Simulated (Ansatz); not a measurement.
CH3F4NW, SMILES `C[N]=[W]([F])([F])([F])[F]`, charge 0, multiplicity 1.

(1) Give a relaxed structure at PBE0-D4/def2-TZVP (Ansatz 0.2.0). (Best estimate.)

## Answers

(1) The calculation gave: 
Cartesian coordinates in Å:
```
C -1.362 -1.071 -0.388
N -0.277 -0.217 -0.075
W 1.029 0.810 0.294
F 0.578 1.573 1.935
F 0.563 2.450 -0.464
F 2.213 -0.266 1.254
F 2.199 0.610 -1.146
H -2.273 -0.483 -0.526
H -1.150 -1.621 -1.309
H -1.520 -1.786 0.424
```
Point group Cs.
This is one stationary point; other conformers may exist.
